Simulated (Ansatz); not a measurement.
`[SiH3]O[SiH](Br)O[SiH3]`, charge 0, multiplicity 1.

Problem. Give a relaxed structure at PBE0-D4/def2-TZVP (Ansatz). (Estimate.)

Solution. The calculation gave: 
Cartesian coordinates in Å:
```
Si -1.322 -1.442 -1.529
O -0.960 -1.214 0.061
Si -0.667 -0.101 1.191
Br -1.842 1.726 0.708
O 0.897 0.291 1.240
Si 2.053 1.268 0.592
H -1.165 -2.887 -1.814
H -2.719 -1.019 -1.793
H -0.392 -0.655 -2.378
H -1.086 -0.609 2.503
H 1.844 2.664 1.045
H 1.993 1.208 -0.890
H 3.366 0.771 1.065
```
Point group Cs.
This is one stationary point; other conformers may exist.
